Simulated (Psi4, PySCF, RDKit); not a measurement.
Internal rotation in SMILES C=Cc1cccc(C(=O)OC)c1. Scanned: dihedral C1–C2–C3–C4; all other coordinates were relaxed at GFN2-xTB. Points at φ and −φ are mirror images. Heavy atoms are numbered in the order of the SMILES C=Cc1cccc(C(=O)OC)c1, hydrogens after them in the order of the atoms that carry them; the mirror image has the same energies with the sign of each dihedral reversed.

Methods: PBE/def2-SVP // GFN2-xTB (Psi4); UFF // GFN2-xTB (RDKit); RHF/STO-3G = restricted Hartree-Fock/STO-3G // GFN2-xTB in PySCF.

Energies in kJ/mol, each method relative to its own lowest point.

```json
[
 {"φ / °": "-160", "PBE/def2-SVP": "1.5", "UFF": "0.0", "RHF/STO-3G": "0.7"},
 {"φ / °": "-140", "PBE/def2-SVP": "6.4", "UFF": "2.1", "RHF/STO-3G": "4.0"},
 {"φ / °": "-120", "PBE/def2-SVP": "14.2", "UFF": "10.2", "RHF/STO-3G": "10.4"},
 {"φ / °": "-100", "PBE/def2-SVP": "21.2", "UFF": "19.4", "RHF/STO-3G": "15.8"},
 {"φ / °": "-80", "PBE/def2-SVP": "21.1", "UFF": "19.7", "RHF/STO-3G": "15.7"},
 {"φ / °": "-60", "PBE/def2-SVP": "14.2", "UFF": "10.7", "RHF/STO-3G": "10.5"},
 {"φ / °": "-40", "PBE/def2-SVP": "6.3", "UFF": "2.2", "RHF/STO-3G": "4.2"},
 {"φ / °": "-20", "PBE/def2-SVP": "1.6", "UFF": "0.1", "RHF/STO-3G": "0.8"},
 {"φ / °": "0", "PBE/def2-SVP": "0.2", "UFF": "1.2", "RHF/STO-3G": "0.1"},
 {"φ / °": "20", "PBE/def2-SVP": "1.6", "UFF": "0.1", "RHF/STO-3G": "0.8"},
 {"φ / °": "40", "PBE/def2-SVP": "6.3", "UFF": "2.2", "RHF/STO-3G": "4.2"},
 {"φ / °": "60", "PBE/def2-SVP": "14.2", "UFF": "10.7", "RHF/STO-3G": "10.5"},
 {"φ / °": "80", "PBE/def2-SVP": "21.1", "UFF": "19.7", "RHF/STO-3G": "15.7"},
 {"φ / °": "100", "PBE/def2-SVP": "21.2", "UFF": "19.4", "RHF/STO-3G": "15.8"},
 {"φ / °": "120", "PBE/def2-SVP": "14.2", "UFF": "10.2", "RHF/STO-3G": "10.4"},
 {"φ / °": "140", "PBE/def2-SVP": "6.4", "UFF": "2.1", "RHF/STO-3G": "4.0"},
 {"φ / °": "160", "PBE/def2-SVP": "1.5", "UFF": "0.0", "RHF/STO-3G": "0.7"},
 {"φ / °": "180", "PBE/def2-SVP": "0.0", "UFF": "1.1", "RHF/STO-3G": "0.0"}
]
```
